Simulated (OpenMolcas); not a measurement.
## Multiplet structure of Cl³⁺

```json
{
  "Program": "OpenMolcas",
  "Method": "XMS-CASPT2, IPEA 0.25 Eh, imaginary shift 0.1 Eh (closed shells correlated: 2s 2p 3s)",
  "Basis": "ANO-RCC-VQZP [6s5p3d2f1g]",
  "Scalar Hamiltonian": "DKH2, point nucleus",
  "Active space": "2 electrons in 3 orbitals (3p)",
  "State averaging": "2S+1 = 3 even, 3 roots; 2S+1 = 1 even, 6 roots",
  "Spin-orbit coupling": "state interaction with AMFI integrals over the reference wave functions, term energies averaged over their components"
}
```

With spin-orbit coupling, above the lowest level:

| Configuration | Term | J | E (cm⁻¹) | Measured (cm⁻¹) | g | Term weight % |
| --- | --- | --- | --- | --- | --- | --- |
| 3s² 3p² | ³P | 0 | 0.0 | 0.0 |  | 100 |
| 3s² 3p² | ³P | 1 | 447 | 491 | 1.501 | 100 |
| 3s² 3p² | ³P | 2 | 1234 | 1341 | 1.500 | 100 |
| 3s² 3p² | ¹D | 2 | 13370 | 13766 | 1.001 | 100 |
| 3s² 3p² | ¹S | 0 | 33120 | 32550 |  | 100 |

Against the 4 measured excited levels shown (Moore, Atomic Energy Levels, vol. I, NSRDS-NBS 35 (1971 reprint of NBS Circular 467, 1949)) the mean absolute deviation is 280 cm-1; the largest miss in energy is 3s² 3p² ¹S₀: computed 33120, measured 32550 cm⁻¹ (+1.8 %), and the largest in proportion 3s² 3p² ³P₁ (-9.0 %).

Spin-orbit coupling puts the lowest level 854 cm⁻¹ below the lowest spin-free term.

For ³P the intervals divided by the larger J are 446.9, 393.6 cm-1. Landé's interval rule makes them equal in pure LS coupling; they differ by 13 % of their mean. The multiplet is regular.

CASPT2 does not keep the components of a term degenerate, so their means are used; among the terms shown or strongly mixed into the levels shown the widest spread is 480 cm-1 (3s² 3p² ¹D). With the s shell closed, the reference lacks s² → p² mixing. Computed and measured levels are paired by configuration, term and J; levels that our copy of the source lacks, or whose pairing is in doubt (as where it misses far off the trend of its configuration), stay unpaired and out of the deviations. Only configurations of the active space appear.

The term weight is that of the spin-free term in the level, not the purity of its configuration.
